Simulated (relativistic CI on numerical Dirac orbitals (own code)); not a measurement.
## Ni IV: what numerical and physical settings do to a radial Dirac CI calculation

Reference input:

```
atom Ni  Z=28  charge=3  electrons=25
nucleus A=58  rms_radius_fm=3.7757
hamiltonian dirac-coulomb  breit=on  qed=on  c_scale=1
orbitals kli  potential=per-configuration
slater_scale 1
correlation none
mixing on
grid step=0.0125 r_max=37.3
scf mixing=0.4 start=green max_iterations=150 tolerance=2e-08 node_fill=0.05
configurations
  [Ar] 3d7
  [Ar] 3d6 4s
  [Ar] 3d6 4p
end
```

Computed lowest total energy -1516.29827 Ha, first excitation 1154.5 cm⁻¹, 36 SCF steps. Runs with settings changed; * marks those that are bad on purpose (the QED terms keep the true α when c is scaled):

```csv
Changed,Outcome,Lowest level,ΔE (Ha),First excitation (cm⁻¹),SCF steps,Message
"speed of light × 1.25, nuclear radius 3.3981 fm",converged,3d7 4F_9/2,4.31,735.5,36,
nuclear radius 4.9084 fm,converged,3d7 4F_9/2,0.00386,1154.5,36,
Breit term off,converged,3d7 4F_9/2,-0.602,1198.6,36,
end of the grid at 9.32 bohr *,not converged,,,,24,orbital 4s not found
SCF mixing 1.8 *,converged,3d7 4F_9/2,1.42e-10,1154.5,42,
```

With so few configurations and no correlation, terms lie too far apart (by 10 to 50 % near neutrality), their order can be wrong, and levels of other configurations are missing.
